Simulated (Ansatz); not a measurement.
`C=N[SiH2]C` + `O[SiH3]` → `C=N[SiH2]O[SiH3]` + CH₄ at 500 K and 1 bar (ligand exchange at the Si–C bond).

Calculated with Ansatz (gas phase, PBE0-D4/def2-TZVP geometries, no zero-point term in ΔE). CCSD(T)/CBS adds triple-zeta CCSD(T) − MP2 to the extrapolated MP2 energy (def2 sets, frozen cores). This one scheme is used for every species. One conformer a species, not always the lowest.

| species | CCSD(T)/CBS energy (Eh) | H − E (kJ/mol) | S (J/(mol·K)) |
| --- | --- | --- | --- |
| `C=N[SiH2]C` | -424.09492 | 264.0 | 380.9 |
| `O[SiH3]` | -366.69042 | 127.5 | 292.9 |
| `C=N[SiH2]O[SiH3]` | -750.37116 | 258.2 | 458.8 |
| CH₄ | -40.46206 | 135.6 | 206.8 |

H − E and S are ideal-gas, rigid-rotor, harmonic terms from PBE0-D4/def2-TZVP, for one conformer and one mirror image of each species. 1 Eh = 2625.50 kJ/mol, R = 8.31446 J/(mol·K).

Question: By hand: ΔE, ΔH, ΔS and ΔG.

Answer: ΔE = (-750.37116) + (-40.46206) − (-424.09492) − (-366.69042) = -0.04788 Eh = -125.7 kJ/mol. Δ(H − E) = 258.2 + 135.6 − 264.0 − 127.5 = 2.3, so ΔH = -123.4 kJ/mol. ΔS = 458.8 + 206.8 − 380.9 − 292.9 = -8.2 J/(mol·K). ΔG = -123.4 − 500 × (-8.2)/1000 = -119.3 kJ/mol.

Question: By hand: the equilibrium constant, and the temperature at which ΔG would vanish if ΔH and ΔS stayed fixed.

Answer: log₁₀ K = −ΔG/(RT ln 10) = 12.5. ΔG = 0 at ΔH/ΔS = 15049 K, far beyond where these terms or the molecules hold.

The number of gas molecules stays the same, so ΔS is small and ΔH decides. A doubt of 5 kJ/mol in ΔE shifts log₁₀ K by 0.5 here. Other conformers and mirror images would add mixing entropy, several J/(mol·K) or more a flexible species. Modes under 60 cm⁻¹, often nearly free rotors, make the harmonic entropy too high. These are equilibria of isolated gas molecules and say nothing of rates. Largest T1 diagnostic: 0.013 (customary marks: 0.02 for closed shells, 0.045 for open ones).
